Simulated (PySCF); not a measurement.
**Fractional electron number in Rh+ (rhodium, charge +1)**

The 4d beta orbital of [Kr] 4d8 is emptied in steps (occupation f), with all orbitals relaxed, ending at [Kr] 4d7. All numbers are calculated (PySCF 2.14, a scalar-relativistic core potential, in def2-TZVP with the def2 core potential (28 electrons)). The exact energy is a straight line in f; departures are measured from the line between the end points of the same method.

| f | BHandHLYP (eV) | wB97X (eV) | M06-2X (eV) |
| --- | --- | --- | --- |
| 1 | 0.000 | 0.000 | 0.000 |
| 0.9 | -0.182 | -0.115 | -0.204 |
| 0.7 | -0.432 | -0.276 | -0.487 |
| 0.5 | -0.523 | -0.336 | -0.596 |
| 0.3 | -0.447 | -0.288 | -0.521 |
| 0.1 | -0.195 | -0.124 | -0.240 |
| 0 | 0.000 | 0.000 | 0.000 |

```json
{"method": "BHandHLYP", "E(f=0) − E(f=1) (eV)": "18.151", "−ε at f=1 (eV)": "16.147", "−ε at f=0.5 (eV)": "18.107"}
{"method": "wB97X", "E(f=0) − E(f=1) (eV)": "18.339", "−ε at f=1 (eV)": "17.074", "−ε at f=0.5 (eV)": "18.303"}
{"method": "M06-2X", "E(f=0) − E(f=1) (eV)": "18.580", "−ε at f=1 (eV)": "16.335", "−ε at f=0.5 (eV)": "18.487"}
```

Orbital energy along the path (eV):

```json
{"f": "1", "BHandHLYP": "-16.147", "wB97X": "-17.074", "M06-2X": "-16.335"}
{"f": "0.9", "BHandHLYP": "-16.517", "wB97X": "-17.299", "M06-2X": "-16.743"}
{"f": "0.7", "BHandHLYP": "-17.291", "wB97X": "-17.781", "M06-2X": "-17.595"}
{"f": "0.5", "BHandHLYP": "-18.107", "wB97X": "-18.303", "M06-2X": "-18.487"}
{"f": "0.3", "BHandHLYP": "-18.964", "wB97X": "-18.864", "M06-2X": "-19.435"}
{"f": "0.1", "BHandHLYP": "-19.867", "wB97X": "-19.450", "M06-2X": "-20.610"}
{"f": "0", "BHandHLYP": "-20.339", "wB97X": "-19.689", "M06-2X": "-21.309"}
```

Reference removal energy between the ground levels: 18.08 eV (semi-empirical (NIST evaluation); NIST Atomic Spectra Database, ionization energies). The calculation has no spin-orbit coupling. The determinant left behind need not be the lowest term of the ion.
